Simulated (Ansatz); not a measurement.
Computed with Ansatz on PBE0-D4/def2-TZVP structures; ΔE is electronic, products minus reactants. CCSD(T)/CBS is the MP2 limit (def2-TZVPP, def2-QZVPP) plus CCSD(T) − MP2 in def2-TZVPP, frozen cores. DFT in def2-TZVPP. Each species was taken in one conformer, which may not be the lowest.

Consider the redistribution: `COCBF` + `B[SiH2]Cl` → `FB[SiH2]Cl` + `BCOC`.

`COCBF`:

Cartesian coordinates in Å:
```
C 0.118 1.511 0.376
O -0.383 0.795 -0.717
C -0.659 -0.549 -0.389
B 0.599 -1.470 -0.230
F 0.404 -2.743 0.085
H -0.614 1.555 1.196
H 1.045 1.068 0.767
H 0.331 2.525 0.037
H -1.313 -0.618 0.498
H -1.258 -0.961 -1.214
H 1.730 -1.113 -0.410
```

`B[SiH2]Cl`:

```xyz
7

B     0.487   -1.118   -0.190
Si   -0.327    0.668    0.205
Cl   -0.172    2.014   -1.352
H     0.452   -1.955    0.665
H     1.002   -1.394   -1.231
H    -1.775    0.505    0.511
H     0.333    1.280    1.390
```

`FB[SiH2]Cl`:

Z-matrix (Å, degrees):
```
Si
B 1 2.034
Cl 1 2.059 2 111.8
H 1 1.487 2 110.1 3 -120.5
H 1 1.487 2 110.1 3 120.4
F 2 1.316 1 120.9 3 -0.3
H 2 1.203 1 122.2 3 179.7
```

`BCOC`:

```xyz
11

B     1.017   -0.274    1.710
C     0.521    0.095    0.293
O    -0.785   -0.320   -0.004
C    -1.184    0.038   -1.297
H     0.335   -0.870    2.488
H     2.126    0.059    2.013
H     0.629    1.193    0.172
H     1.248   -0.315   -0.437
H    -1.168    1.129   -1.436
H    -2.203   -0.321   -1.441
H    -0.535   -0.414   -2.060
```

| level | ΔE (kJ/mol) |
| --- | --- |
| PBE-D4 | -1.1 |
| ωB97X-V | 3.3 |
| PBE | -1.5 |
| SCS-MP2/def2-TZVPP | 4.2 |

Q: What does CCSD(T)/CBS give? (An estimate is asked.)

A: Ansatz gave: +4.1 kJ/mol. The listed levels differ from it by -5.2, -0.8, -5.6, 0.1 kJ/mol.

Largest T1 diagnostic among the species: 0.012.
